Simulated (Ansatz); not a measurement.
Start from `[CH3][AlH][Se]C` and change one atom or group to get `B[Se][AlH][CH3]`.

Ansatz, PBE0-D4/def2-TZVP geometries, multiplicity 1. Each molecule was computed in one conformer, which needn't be the lowest.

Scalar relativity is left out up to krypton.

```csv
property,`[CH3][AlH][Se]C`
size of the dipole moment (PBE/def2-TZVPP) / D,2.06
size of the dipole moment (B3LYP/def2-TZVPP) / D,2.04
HOMO energy (PBE/def2-TZVPP) / eV,-5.66
HOMO–LUMO gap (ωB97M-V/def2-TZVPP) / eV,9.50
HOMO–LUMO gap (B3LYP/def2-TZVPP) / eV,5.37
LUMO energy (PBE0/def2-TZVPP) / eV,-0.94
```

Question: Give the same properties after the change, and the shifts. (An estimate is asked.)

Answer: The calculation gave: 
```
                                        property  `B[Se][AlH][CH3]`  shift
  size of the dipole moment (PBE/def2-TZVPP) / D               0.81  -1.25
size of the dipole moment (B3LYP/def2-TZVPP) / D               0.84  -1.20
               HOMO energy (PBE/def2-TZVPP) / eV              -6.50  -0.84
         HOMO–LUMO gap (ωB97M-V/def2-TZVPP) / eV               9.66   0.16
           HOMO–LUMO gap (B3LYP/def2-TZVPP) / eV               5.26  -0.11
              LUMO energy (PBE0/def2-TZVPP) / eV              -1.95  -1.01
```

With PBE0 the HOMO falls by 0.87 eV and the LUMO falls by 1.01 eV, so the gap narrows by about 0.14 eV. PBE moves the HOMO by -0.84 eV and ωB97M-V by -0.84 eV. Dipoles are sizes alone; their direction can turn.

B3LYP here is the variant with VWN-RPA as its local correlation; programs differ in this.

Spin–orbit coupling is left out; it splits and shifts lone-pair levels of the heavy atoms by tenths of an eV.
